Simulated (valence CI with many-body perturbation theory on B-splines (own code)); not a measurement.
# Pr⁵³⁺: E2, E3, M1, M2 decay

Computed by relativistic CI+MBPT: four valence electrons over a frozen Dirac-Fock core [He], radial functions for each j: 11 s, 11 p, 10 d, 8 f, 5 g, 2 h, with the one-electron correlation potential Σ1, the two-electron term Σ2, the three-electron term Σ3, Breit, model QED; selected CI, second order for the rest, scaled by the run's own slope (own B-spline code, finite nucleus).

No measured spectrum was set against this ion. As an estimate, large intervals hold to a few tenths of a per cent, small ones and those within an open d or f shell to about a per cent. Among the levels kept, up to 850 cm⁻¹ of a level comes from second order outside the variational space, and about a tenth of that is noise between levels of different J, which matters for small intervals.

Lines 1 to 50 of 77 in falling wavelength, among levels below 7941.6 eV, chosen from the decays that carry over 1 % of a level's rate. Wavelengths and rates use the calculated energies. Electric multipoles are in the length gauge, E1 and E2 with the static RPA response of the core. Weak lines are less certain than strong ones. Lines between different terms over intervals too small for the method are left out, as are lines whose strength nearly cancels.

Levels are named by their leading jj configuration (3d3/2^4 stands for four electrons in 3d with j = 3/2), which in mixed levels can hold well under half, so a name can repeat and another be missing. Letters in brackets count levels of one name in rising energy.

| λ vac (nm) | Upper | Lower | Type | A (s⁻¹) | Branch % |
| --- | --- | --- | --- | --- | --- |
| 2.487 | (2s^2 2p1/2 2p3/2) J=1 | (2s^2 2p1/2^2) J=0 | M1 | 7.98e+08 | 100.0 |
| 2.427 | (2s^2 2p3/2 3d5/2) J=4 | (2s^2 2p1/2 3d5/2) J=3 | M1 | 6.44e+08 | 1.3 |
| 2.416 | (2s^2 2p3/2^2) J=2 | (2s^2 2p1/2 2p3/2) J=2 | M1 | 6.46e+08 | 20.5 |
| 2.406 | (2s^2 2p1/2 2p3/2) J=2 | (2s^2 2p1/2^2) J=0 | E2 | 1.58e+06 | 99.2 |
| 2.340 | (2s^2 2p3/2^2) J=2 | (2s^2 2p1/2 2p3/2) J=1 | M1 | 6.52e+08 | 20.8 |
| 2.154 | (2s^2 2p3/2^2) J=0 | (2s^2 2p1/2 2p3/2) J=1 | M1 | 1.58e+09 | 40.4 |
| 0.2366 | (2s^2 2p3/2 3d5/2) J=4 | (2s 2p3/2^3) J=2 | E2 | 7.54e+08 | 1.5 |
| 0.2177 | (2s^2 2p3/2 3p1/2) J=2 | (2s^2 2p3/2^2) J=0 | E2 | 1.31e+11 | 4.8 |
| 0.2171 | (2s^2 2p1/2 3p1/2) J=1 | (2s^2 2p1/2 2p3/2) J=2 | E2 | 3.64e+11 | 34.7 |
| 0.2171 | (2s^2 2p3/2 3d5/2) J=4 | (2s 2p1/2 2p3/2^2) J=2 [b] | E2 | 7.74e+08 | 1.6 |
| 0.2171 | (2s 2p1/2^2 3p1/2) J=0 | (2s 2p1/2^2 2p3/2) J=2 | E2 | 7.07e+11 | 21.4 |
| 0.2165 | (2s^2 2p1/2 3p1/2) J=1 | (2s^2 2p1/2 2p3/2) J=1 | E2 | 3.59e+11 | 34.3 |
| 0.2161 | (2s^2 2p3/2 3p1/2) J=1 | (2s^2 2p3/2^2) J=2 | E2 | 3.74e+11 | 11.6 |
| 0.2160 | (2s^2 2p3/2 3p1/2) J=2 | (2s^2 2p3/2^2) J=2 | E2 | 5.00e+11 | 18.2 |
| 0.2158 | (2s^2 2p1/2 3p1/2) J=0 | (2s^2 2p1/2 2p3/2) J=2 | E2 | 6.96e+11 | 25.3 |
| 0.2150 | (2s 2p3/2^2 3p1/2) J=0 | (2s 2p3/2^3) J=2 | E2 | 3.99e+11 | 21.0 |
| 0.2145 | (2s 2p1/2 2p3/2 3p3/2) J=4 | (2s 2p1/2 2p3/2^2) J=2 [b] | E2 | 2.11e+10 | 2.6 |
| 0.2145 | (2s^2 2p3/2 3d5/2) J=4 | (2s 2p1/2 2p3/2^2) J=3 | E2 | 3.84e+09 | 7.8 |
| 0.2131 | (2s 2p3/2^2 3p3/2) J=4 | (2s 2p3/2^3) J=2 | E2 | 1.17e+11 | 11.0 |
| 0.2120 | (2s 2p1/2 2p3/2 3p3/2) J=4 | (2s 2p1/2 2p3/2^2) J=3 | E2 | 2.07e+11 | 25.9 |
| 0.2119 | (2s 2p1/2 2p3/2 3p3/2) J=0 [b] | (2s 2p1/2 2p3/2^2) J=2 [b] | E2 | 3.67e+11 | 7.0 |
| 0.2111 | (2s^2 2p3/2 3p3/2) J=1 | (2s^2 2p3/2^2) J=2 | E2 | 2.05e+11 | 1.0 |
| 0.2111 | (2s 2p1/2^2 3p3/2) J=2 | (2s 2p1/2^2 2p3/2) J=2 | E2 | 2.46e+11 | 2.3 |
| 0.2110 | (2s^2 2p1/2 3p3/2) J=2 | (2s^2 2p1/2 2p3/2) J=2 | E2 | 2.45e+11 | 15.6 |
| 0.2108 | (2s^2 2p3/2 3p3/2) J=3 | (2s^2 2p3/2^2) J=2 | E2 | 2.59e+11 | 3.2 |
| 0.2108 | (2s^2 2p1/2 3p3/2) J=1 | (2s^2 2p1/2 2p3/2) J=2 | E2 | 1.64e+11 | 1.7 |
| 0.2106 | (2s 2p1/2 2p3/2 3p3/2) J=4 | (2s 2p1/2 2p3/2^2) J=2 [a] | E2 | 1.34e+10 | 1.7 |
| 0.2104 | (2s^2 2p1/2 3p3/2) J=2 | (2s^2 2p1/2 2p3/2) J=1 | E2 | 1.09e+11 | 6.9 |
| 0.2102 | (2s^2 2p1/2 3p3/2) J=1 | (2s^2 2p1/2 2p3/2) J=1 | E2 | 1.53e+11 | 1.6 |
| 0.2101 | (2s 2p3/2^2 3p3/2) J=0 | (2s 2p3/2^3) J=2 | E2 | 1.53e+11 | 3.7 |
| 0.2092 | (2s^2 2p3/2 3p3/2) J=0 | (2s^2 2p3/2^2) J=2 | E2 | 6.56e+11 | 3.6 |
| 0.2084 | (2s 2p1/2 2p3/2 3d5/2) J=5 | (2s 2p1/2 2p3/2^2) J=3 | M2 | 1.22e+10 | 40.4 |
| 0.2084 | (2s 2p1/2 2p3/2 3d5/2) J=5 | (2s 2p1/2 2p3/2^2) J=3 | E3 | 6.06e+08 | 2.0 |
| 0.2080 | (2s 2p1/2 2p3/2 3p3/2) J=0 [b] | (2s 2p1/2 2p3/2^2) J=2 [a] | E2 | 1.03e+11 | 2.0 |
| 0.2073 | (2s^2 2p3/2 3d5/2) J=4 | (2s^2 2p3/2^2) J=2 | M2 | 1.17e+10 | 23.8 |
| 0.2073 | (2s^2 2p3/2 3d5/2) J=4 | (2s^2 2p3/2^2) J=2 | E3 | 8.26e+08 | 1.7 |
| 0.1969 | (2s^2 2p3/2 3d5/2) J=4 | (2s 2p1/2^2 2p3/2) J=2 | E2 | 4.65e+09 | 9.5 |
| 0.1950 | (2s 2p3/2^2 3p3/2) J=4 | (2s 2p1/2 2p3/2^2) J=3 | E2 | 1.74e+11 | 16.4 |
| 0.1948 | (2s 2p1/2 2p3/2 3p3/2) J=4 | (2s 2p1/2^2 2p3/2) J=2 | E2 | 3.83e+11 | 47.8 |
| 0.1946 | (2s 2p3/2^2 3p3/2) J=0 | (2s 2p1/2 2p3/2^2) J=2 [b] | E2 | 4.08e+11 | 9.9 |
| 0.1942 | (2s^2 2p3/2 3p3/2) J=1 | (2s^2 2p1/2 2p3/2) J=2 | E2 | 2.41e+11 | 1.2 |
| 0.1941 | (2s 2p3/2^2 3p3/2) J=2 [c] | (2s 2p1/2 2p3/2^2) J=2 [b] | E2 | 1.85e+11 | 1.2 |
| 0.1940 | (2s^2 2p1/2 3p3/2) J=2 | (2s^2 2p1/2^2) J=0 | E2 | 3.36e+11 | 21.4 |
| 0.1939 | (2s^2 2p3/2 3p3/2) J=3 | (2s^2 2p1/2 2p3/2) J=2 | E2 | 1.71e+11 | 2.1 |
| 0.1938 | (2s 2p3/2^2 3p3/2) J=4 | (2s 2p1/2 2p3/2^2) J=2 [a] | E2 | 2.97e+11 | 28.0 |
| 0.1934 | (2s^2 2p3/2 3p3/2) J=3 | (2s^2 2p1/2 2p3/2) J=1 | E2 | 2.37e+11 | 3.0 |
| 0.1925 | (2s^2 2p3/2 3p3/2) J=0 | (2s^2 2p1/2 2p3/2) J=2 | E2 | 3.44e+11 | 1.9 |
| 0.1920 | (2s 2p3/2^2 3d5/2) J=5 | (2s 2p1/2 2p3/2^2) J=3 | M2 | 3.24e+09 | 1.1 |
| 0.1918 | (2s 2p1/2 2p3/2 3d5/2) J=5 | (2s 2p1/2^2 2p3/2) J=2 | E3 | 1.51e+09 | 5.0 |
| 0.1909 | (2s^2 2p3/2 3d5/2) J=4 | (2s^2 2p1/2 2p3/2) J=2 | M2 | 5.11e+09 | 10.4 |
